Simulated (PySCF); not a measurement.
## Electronic structure of Li⁺ (lithium, charge +1) at the UHF level

Configuration: 1s2, closed-shell 1S. Calculation: PySCF 2.14, in x2c-TZVPall (5s3p, 14 functions); scalar relativity by spin-free X2C-1e.

| Item | Value |
| --- | --- |
| Total energy | -7.236996 hartree |
| One-electron energy | -8.8890 hartree |
| Hartree (Coulomb) energy | 3.3040 hartree |
| Exchange energy | -1.6520 hartree |
| ⟨S²⟩ | 0.0000 |
| ⟨L²⟩ | 0.000 |
| Sum of ⟨r⟩ | 1.145 bohr |
| Sum of ⟨r²⟩ | 0.8904 bohr² |
| Langevin diamagnetic susceptibility | -0.705 ×10⁻⁶ cm³/mol |
| Time after the integrals | 0.05 s of wall time on 1 thread of Neoverse-N1 (shared host) |

```tsv
shell	electrons	mean orbital energy (eV)	rms radius, mean of both spins (bohr)
1s	2	-75.988	0.667
```
